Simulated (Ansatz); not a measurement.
## Pulling the pair apart

The pair of Ag⁺ (SMILES [Ag+], atom 1) and AsH3 (SMILES [AsH3], atoms 2–5), both closed shells, in one local arrangement (a lower one may exist), relaxed at PBE0-D4/def2-TZVP:

Ag1  (-0.032, -0.415, -1.642)
As2  (0.023, 0.252, 1.000)
H3  (-0.945, -0.822, 0.459)
H4  (-0.312, 1.294, -0.090)
H5  (1.265, -0.308, 0.273)
(Å)

AsH3 is shifted rigidly along the line between the mean atom positions of the two fragments (negative: closer). Counterpoise interaction energies in kJ/mol. Ansatz 0.2.0; basis: def2-TZVPPD; cores frozen in the correlated methods. Filled d shells of the heavier atoms are correlated. Core potentials replace the inner electrons of the atoms past krypton. The def2 sets are not built for correlating such inner shells, so the correlated values are less sure here.

```csv
shift (Å),r2SCAN-D4,PBE-D4,HF
-0.27,-132.4,-138.6,14.6
-0.14,-144.3,-151.7,-18.2
0.00,-145.6,-153.8,-36.6
0.14,-140.5,-149.5,-45.6
0.33,-128.1,-138.4,-48.7
0.68,-99.8,-112.1,-41.6
1.36,-55.2,-68.9,-22.1
2.73,-20.9,-34.8,-5.6
```

(1) What does CCSD(T) give at these shifts? (Judge from chemistry; the value comes from the calculation.)

The T1 diagnostic stays at or below 0.015.

Results:

(1) Computed: -74.2, -91.9, -98.0, -96.8, -88.7, -66.6, -31.3, -6.7 kJ/mol. For zero shift, CCSD(T) at an estimated basis limit (MP2 extrapolated from triple and quadruple zeta, plus CCSD(T) − MP2 in triple zeta) gives -118.9 kJ/mol. These are counterpoise interaction energies, counted from the two frozen fragments.

For scale, one of the runs: CCSD(T)/def2-TZVPPD, 161 basis functions, launched by `ansatz run in.yaml --threads 2 --pin off --events-out ev --progress --plain --max-ram 5222MiB`. Time: 21 s of wall clock on 2 CPU threads of an Intel Xeon 6975P-C; the host was shared. Peak host memory: 1.5 GiB.
